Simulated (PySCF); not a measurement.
Compound: CH₁₁PSi₃.
Bonds: Si1–Si2, Si2–C3, C3–Si4, Si4–P5. Hydrogens: H6, H7, H8 on Si1; H9, H10 on Si2; H11, H12 on C3; H13, H14 on Si4; H15, H16 on P5.

Torsions of this conformer, `[SiH3:1][SiH2:2][CH2:3][SiH2:4][PH2:5]`: Si1–Si2–C3–Si4 86°, Si2–C3–Si4–P5 -51°, H–P5–Si4–C3 -164°, H–P5–Si4–C3 -71°.

The closed-shell ground state was solved at several levels (PySCF, density fitting, gas phase, non-relativistic). Geometry: GFN2-xTB, one conformer, isolated molecule. GFN2-xTB frequencies show an imaginary mode (42i cm⁻¹), so this geometry is no minimum at that level.

| level | basis functions | total energy (Eh) | HOMO (eV) | LUMO (eV) | gap (eV) | dipole (D) |
| --- | --- | --- | --- | --- | --- | --- |
| PBE0/def2-SVPD | 204 | -1253.5963 | -7.38 | -0.36 | 7.02 | 1.17 |
| PBE0/pcSseg-1 | 168 | -1253.9438 | -7.42 | -0.28 | 7.14 | 1.39 |

(1) Estimate the row for B3LYP/def2-SVPD, a basis of 204 functions; the other rows only guide the guess.

(2) Over all these levels, which gives the widest orbital gap and which the narrowest?

(3) How far do the dipole and the HOMO energy spread over the levels?

## Answers

(1) Total energy -1254.2311 Eh, HOMO -7.17 eV, LUMO -0.52 eV, gap 6.65 eV, dipole 1.10 D.

(2) PBE0/pcSseg-1 (global hybrid, 25 % exact exchange) has the widest, 7.14 eV, and B3LYP/def2-SVPD (global hybrid, 20 % exact exchange) the narrowest, 6.65 eV. Functional and basis both differ between the two, so the spread mixes both effects.

(3) The dipole runs from 1.10 to 1.39 D (mean 1.22 D) and the HOMO from -7.42 to -7.17 eV.
